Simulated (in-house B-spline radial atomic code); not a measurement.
Checks on a self-consistent run for O2+, [He] 2s2 2p2. Computed with a radial B-spline atomic code at the basis-set limit: Dirac-Hartree-Fock, average of configuration, Fermi nucleus of rms radius 2.6991 fm.

| orbital | q | ε (Eh) | <1/r> | <r²> | small-component weight |
| --- | --- | --- | --- | --- | --- |
| 1s1/2 | 2 | -22.29011 | 7.66317 | 0.0527822 | 0.00078017 |
| 2s1/2 | 2 | -2.48693 | 1.39176 | 1.2639 | 0.00010063 |
| 2p1/2 | 0.66667 | -1.99545 | 1.31402 | 1.21723 | 9.2501e-05 |
| 2p3/2 | 1.3333 | -1.99366 | 1.31236 | 1.21928 | 9.2393e-05 |

Electron-electron repulsion V_ee = 19.5624 hartree.

Task: What total energy follows from the eigenvalues?

Result: The eigenvalues count the repulsion twice, so E = Σqε - V_ee = -53.543 - 19.562 = -73.105 hartree; the run printed -73.105.

Task: Does the Dirac virial theorem hold?

Result: For a point nucleus E = -2c²Σq·w, with w the small-component weight. Here Σq·w = 0.0019465 and c = 137.0360, so the ratio E/(-2c²Σq·w) is 1.000001.

Task: What diamagnetic shielding (Lamb formula) and susceptibility (Langevin formula) do the radii give?

Result: σ = (α²/3)Σq<1/r> = 20.7357/(3·137.036²) = 368.07 ppm, and χ = -0.79199×10⁻⁶·Σq<r²> = -4.016×10⁻⁶ cm³/mol with Σq<r²> = 5.0705 bohr². Both are non-relativistic formulas without the paramagnetism of open shells.
